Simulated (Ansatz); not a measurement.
`CCC#CCCCC` + `N/C(O)=C\O` → `CO/C=C(/N)O` + `CCC#CCCC`  (substitution at a C–C bond)

Isolated molecules relaxed with PBE0-D4/def2-TZVP in Ansatz; ΔE leaves out vibrations. CCSD(T)/CBS is the MP2 limit (def2-TZVPP, def2-QZVPP) plus CCSD(T) − MP2 in def2-TZVPP, frozen cores. Double bonds are as drawn, so ΔE can hold a change between cis and trans. One conformer a species, not always the lowest.

| species | CCSD(T)/CBS(def2) energy (Eh) |
| --- | --- |
| `CCC#CCCCC` | -312.80765 |
| `N/C(O)=C\O` | -284.12814 |
| `CO/C=C(/N)O` | -323.37437 |
| `CCC#CCCC` | -273.54652 |

(1) Work out ΔE.

Largest T1 diagnostic among the species: 0.012.

Answers

(1) ΔE = (-323.37437) + (-273.54652) − (-312.80765) − (-284.12814) = 0.01490 Eh = +39.1 kJ/mol.

Leaving LDA and LC-ωPBE aside and taking each functional with its dispersion term where it has one, the values, not all of them listed here, spread over 9.0 kJ/mol, from BHLYP-D4 to PBE-QIDH. In def2-TZVPP, CCSD(T) changes the Hartree–Fock value by +15.3 kJ/mol (the triples alone add +1.2 kJ/mol) and MP2 by +17.0 kJ/mol.
